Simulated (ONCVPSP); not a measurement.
lithium (Li): excitation energies, all-electron against ONCV

```json
{
 "Element": "Li (Z = 3)",
 "Generator": "ONCVPSP 4.0.1",
 "Type": "optimised norm-conserving Vanderbilt (ONCV)",
 "Functional": "PBE",
 "Relativity": "scalar-relativistic",
 "Frozen core": "none",
 "Valence charge": "3",
 "Reference configuration": "1s2 2s1",
 "Partial waves": "1s+2s: rc 1.35 bohr, ncon 4, nbas 8, qcut 10.8 1/bohr, 2 projectors; p scattering state at 0.21 Ha: rc 1.40 bohr, ncon 4, nbas 8, qcut 7.1 1/bohr, 2 projectors, debl 3.4 Ha; d scattering state at 0.39 Ha: rc 1.25 bohr, ncon 4, nbas 8, qcut 8.5 1/bohr, 2 projectors, debl 0.4 Ha",
 "Local potential": "polynomial inside 1.15 bohr (lpopt 5, dvloc0 0 Ha)",
 "Core correction": "none"
}
```

Energies are relative to the spin-unpolarised reference configuration 1s2 2s1; without spin polarisation the order of configurations can differ from experiment.

Question: Give the all-electron excitation energy and the error of the potential for: 1s2 2s0; 1s2 2s0.5; 1s2 2s0 2p1; 1s1 2s1.

Answer:

```json
{"valence configuration": "1s2 2s0", "charge": "+1", "ΔE all-electron (eV)": "5.296", "error AE − PS (meV)": "+0.4"}
{"valence configuration": "1s2 2s0.5", "charge": "+0.5", "ΔE all-electron (eV)": "2.049", "error AE − PS (meV)": "+0.1"}
{"valence configuration": "1s2 2s0 2p1", "charge": "0", "ΔE all-electron (eV)": "1.787", "error AE − PS (meV)": "+0.5"}
{"valence configuration": "1s1 2s1", "charge": "+1", "ΔE all-electron (eV)": "68.407", "error AE − PS (meV)": "+1176"}
```
